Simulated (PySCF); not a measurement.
From one molecule to another.

First species: C4H7F3SSi2.
SMILES with atom numbers: `[F:1][C:2]([F:3])=[C:4]([F:5])/[CH:6]=[CH:7]/[SiH2:8][S:9][SiH3:10]` (hydrogens: H11 on C6; H12 on C7; H13, H14 on Si8; H15, H16, H17 on Si10)

Second species: C5H8N2O2Si.
Geometry (GFN2-xTB, Å), atoms numbered from 1 in this order:
```
atom  x, y, z in Å
N1    -4.260    0.639   -0.334
C2    -3.317    0.108    0.033
C3    -2.118   -0.548    0.482
C4    -0.884    0.303    0.187
C5    -0.571    0.437   -1.307
Si6    0.890   -0.723   -0.894
C7     2.722   -0.200   -1.065
N8     3.183    0.685   -0.158
O9     3.418   -0.645   -1.955
O10    0.290   -0.387    0.628
H11   -2.187   -0.734    1.557
H12   -2.017   -1.508   -0.031
H13   -0.949    1.254    0.723
H14   -0.332    1.456   -1.595
H15   -1.357    0.069   -1.958
H16    0.703   -2.111   -1.308
H17    2.621    0.955    0.631
H18    4.156    0.955   -0.178
```

Levels: PBE0/pcSseg-1 for dipole moment, HOMO energy, LUMO energy and HOMO–LUMO gap; GFN2-xTB for rotational constant A and rotational constant C. Geometries: GFN2-xTB. All species are isolated and taken at one optimised geometry, non-relativistic unless stated; the electronic structure was computed with PySCF and density fitting.

Dipoles, sizes and rotational constants follow the conformer. The torsions of the flexible species, by atom-mapped SMILES:
- `[F:1][C:2]([F:3])=[C:4]([F:5])/[CH:6]=[CH:7]/[SiH2:8][S:9][SiH3:10]`: C2–C4–C6–C7 180°, C6–C7–Si8–S9 1°, C7–Si8–S9–Si10 176°
- `[N:1]#[C:2][CH2:3][C@@H:4]1[CH2:5][Si@@H:6]([C:7]([NH2:8])=[O:9])[O:10]1`: C2–C3–C4–C5 -68°, C5–Si6–C7–N8 72°, H–N8–C7–Si6 8°, H–N8–C7–Si6 177°

Values for the first species:

| Property | Result |
| --- | --- |
| Dipole moment | 2.08 D |
| HOMO energy | -7.10 eV |
| LUMO energy | -1.50 eV |
| HOMO–LUMO gap | 5.60 eV |
| Rotational constant A | 1.906 GHz |
| Rotational constant C | 0.249 GHz |

Problem. Estimate the same properties for the second species, and the change in each.

Solution. 
| property | first | second | second less first |
| --- | --- | --- | --- |
| dipole moment | 2.08 D | 3.25 D | +1.17 D |
| HOMO energy | -7.10 eV | -7.36 eV | -0.26 eV |
| LUMO energy | -1.50 eV | -1.14 eV | +0.36 eV |
| HOMO–LUMO gap | 5.60 eV | 6.22 eV | +0.62 eV |
| rotational constant A | 1.906 GHz | 3.884 GHz | +1.978 GHz |
| rotational constant C | 0.249 GHz | 0.487 GHz | +0.238 GHz |

On the first: In atomic units the dipole is 0.82 e·bohr (1 au = 2.5417 D).

On the second: A dipole of 3.25 D is allowed in C1, and pure rotational transitions are dipole-allowed. The dipole equals about 10.8 × 10⁻³⁰ C·m (1 D = 3.33564 × 10⁻³⁰ C·m).
